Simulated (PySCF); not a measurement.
## Calculated NMR parameters of C=C1CC/C1=C\C[SiH2]N

```
Formula                               : C7H13NSi
SMILES                                : C=C1CC/C1=C\C[SiH2]N
Point group of the computed structure : C1
Degrees of unsaturation               : 3
Carbon signals                        : 7
Proton signals                        : 8
```

Mapped SMILES: `[CH2:1]=[C:2]1[CH2:3][CH2:4]/[C:5]1=[CH:6]\[CH2:7][SiH2:8][NH2:9]`. Hydrogens are named by the atom that carries them. Ha(C1) is cis to C3; Hb(C1) is trans to C3.

Computational details: PBE0-D3(BJ)/def2-SVP geometry, shieldings: GIAO PBE0/pcSseg-1, in PySCF (one computed conformer, averaged over atoms made equivalent by symmetry, fast rotation or ring inversion, no solvent, no relativistic terms).

Scale: TMS for ¹H, ¹³C, ²⁹Si; NH3 for ¹⁵N (reference shieldings calculated alike).

```tsv
carbon	δC, type	δH (multiplicity)	HMBC from (2–3 bonds)	span of the C tensor (ppm)
C1	107.8, CH2	Ha(C1) 4.94 (br s); Hb(C1) 5.45 (br s)	H(C3)	194
C2	155.9, C	–	H(C6), Hb(C1), Ha(C1), H(C4), H(C3)	214
C3	28.7, CH2	2.55 (m)	Hb(C1), Ha(C1), H(C4)	22
C4	27.6, CH2	2.78 (m)	H(C6), H(C3)	25
C5	147.6, C	–	H(C6), Hb(C1), Ha(C1), H(C4), H(C3), H(C7)	192
C6	123.2, CH	6.02 (t)	H(Si8), H(C4), H(C7)	202
C7	18.6, CH2	1.71 (m)	H(C6), H(Si8)	26
```

Other nuclei:
```csv
atoms,nucleus,environment,δ (ppm),σ (ppm)
H(Si8),¹H,"hydrogen on a silicon bonded to C, N",4.70,26.57
H(N9),¹H,hydrogen on a nitrogen bonded to Si,0.09,31.17
Si8,²⁹Si,"silicon bonded to C, N, 2 H",-37.1,389.1
N9,¹⁵N,"nitrogen bonded to Si, 2 H",7.7,258.0
```

Carbon types of the structure: 2 × C, 1 × CH, 4 × CH2, leaving 4 H on heteroatoms. δC 155.9, 147.6: fully substituted alkene carbon; an sp2 carbon of a C=C bond. δC 123.2: alkene CH; the olefinic region. δC 107.8: terminal =CH2 carbon; as expected for a trigonal carbon in a double bond. δC 28.7, 27.6: allylic sp3 CH2; saturated and bonded to C and H only. δH 0.09: hydrogen on a nitrogen bonded to Si; exchangeable; this is the value without hydrogen bonding to other molecules.

Exchangeable OH/NH protons stand at their gas-phase positions; hydrogen bonding in a real sample shifts them, mostly to higher δ. Shifts are as computed. Against solution values, carbons near 30 ppm lie about +2 ppm off and those near 130 ppm about +5 ppm. Of 1211 compounds with measured shifts, 218 miss one by over three times the rms of a fit or turn the order of signals round; such compounds aren't used in these exercises. Experimental scales use liquid or dissolved standards, which lie at an offset from isolated NH3 (liquid NH3: subtract about 20 ppm). No couplings were computed; multiplicities are counted from neighbouring protons, with m where these are inequivalent, close in shift, in a saturated or five-membered ring or joined by F or P, and br s for small geminal =CH2 splittings.
